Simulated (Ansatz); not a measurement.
Reaction (redistribution): `C[S][Mg][SH]` + `C[SiH](F)S` → `[F][Mg][SH]` + `CS[SiH](C)S`

Isolated molecules relaxed with PBE0-D4/def2-TZVP in Ansatz; ΔE leaves out vibrations. CBS: MP2 limit from def2 TZ/QZ plus the TZ coupled-cluster correction, frozen cores. DFT in def2-TZVPP. B3LYP here is the variant with VWN-RPA as its local correlation; programs differ in this. For Mg outer-core shells are correlated without core-valence functions, which leaves a few kJ/mol of doubt a bond. One conformer a species, not always the lowest.

`C[S][Mg][SH]`:

Cartesian coordinates in Å:
```
C -1.226 0.125 -1.288
S -0.031 -1.223 -0.981
Mg 1.279 -0.402 0.696
S 2.600 0.442 2.362
H -0.734 1.033 -1.634
H -1.896 -0.220 -2.075
H -1.826 0.347 -0.406
H 1.834 -0.102 3.325
```

`C[SiH](F)S`:

Z-matrix (Å, degrees):
```
C
Si 1 1.851
H 1 1.092 2 110.4
H 1 1.093 2 110.9 3 120.2
H 1 1.093 2 110.3 3 -120.1
F 2 1.602 1 107.5 3 177.3
S 2 2.125 1 112.7 3 -60.4
H 2 1.481 1 113.7 3 58.6
H 7 1.344 2 94.5 1 -44.6
```

`[F][Mg][SH]`:

Cartesian coordinates in Å:
```
F 1.738 -0.605 -1.678
Mg 0.438 -0.038 -0.655
S -1.263 0.721 0.654
H -0.914 -0.078 1.679
```

`CS[SiH](C)S`:

Z-matrix (Å, degrees):
```
C
S 1 1.815
H 1 1.090 2 111.2
H 1 1.089 2 106.9 3 -118.8
H 1 1.090 2 110.6 3 122.6
Si 2 2.125 1 100.6 3 -72.8
S 6 2.145 2 112.0 1 -58.5
C 6 1.863 2 113.8 1 60.2
H 6 1.485 2 103.3 1 -178.2
H 7 1.343 6 94.5 2 -55.2
H 8 1.092 6 109.9 2 57.9
H 8 1.093 6 110.5 2 177.9
H 8 1.092 6 111.1 2 -62.1
```

```
             level  ΔE (kJ/mol)  difference from CCSD(T)/CBS
         r2SCAN-D4         12.0                          0.2
           PBE0-D4          7.7                         -4.1
          B3LYP-D4          9.1                         -2.7
           ωB97X-V         11.4                         -0.4
           ωB97M-V         13.1                          1.3
            B2PLYP         17.2                          5.4
               PBE         10.4                         -1.4
              PBE0         14.9                          3.1
             B3LYP         21.8                         10.0
    MP2/def2-TZVPP          7.9                         -3.9
SCS-MP2/def2-TZVPP         13.4                          1.6
     HF/def2-QZVPP         37.3                         25.5
    MP2/def2-QZVPP          4.8                         -7.0
SCS-MP2/def2-QZVPP         10.4                         -1.4
      HF/CBS(def2)         37.0                         25.2
     MP2/CBS(def2)          4.0                         -7.8
       CCSD(T)/CBS         11.8                            0
```

Largest T1 diagnostic among the species: 0.011.

In def2-TZVPP, CCSD(T) changes the Hartree–Fock value by −24.1 kJ/mol (the triples alone add −3.4 kJ/mol) and MP2 by −32.0 kJ/mol. From PBE to PBE0 (25 % exact exchange), in def2-TZVPP and without D4, ΔE moves by +4.5 kJ/mol.
